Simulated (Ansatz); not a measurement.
Consider the redistribution: `[OH][Zr]([F])([F])[F]` + `Br[Si]Br` → `[OH][Zr]([F])([F])[Br]` + `F[Si]Br`.

Calculated with Ansatz (gas phase, PBE0-D4/def2-TZVP geometries, no zero-point term in ΔE). CBS: MP2 limit from def2 TZ/QZ plus the TZ coupled-cluster correction, frozen cores. DFT in def2-TZVPP. Elements past krypton have def2 core potentials. For Br, Zr outer-core shells are correlated without core-valence functions, which leaves a few kJ/mol of doubt a bond. Scalar relativity is left out up to krypton. One conformer a species, not always the lowest.

**Question.** Is it downhill or uphill in electronic energy at CCSD(T)/CBS, and by how much? (Best estimate.)

**Answer.** Computed: Downhill: ΔE = -0.31 eV.

**Question.** What do these levels give: r2SCAN0-D4, revPBE, BHLYP, MP2/def2-SVP, CCSD/def2-SVP, MP2/def2-QZVPP? (Best estimate.)

**Answer.** Ansatz gave: r2SCAN0-D4 -0.28, revPBE -0.12, BHLYP -0.35, MP2/def2-SVP -0.14, CCSD/def2-SVP -0.14, MP2/def2-QZVPP -0.32 eV.

**Question.** What do rigid-rotor, harmonic-oscillator terms from PBE0-D4/def2-TZVP frequencies (298.15 K, 1 bar) make of the CCSD(T)/CBS value? (Estimate.)

**Answer.** Ansatz gave: ΔZPE = +0.01 eV, ΔH = -0.30 eV, ΔS = 14 J/(mol·K), ΔG = -0.34 eV.

Largest T1 diagnostic among the species: 0.017.

At CCSD(T), def2-SVP lies +0.17 eV from the extrapolated value and def2-TZVPP −0.04 eV. From PBE to PBE0 (25 % exact exchange), in def2-TZVPP and without D4, ΔE moves by −0.08 eV.
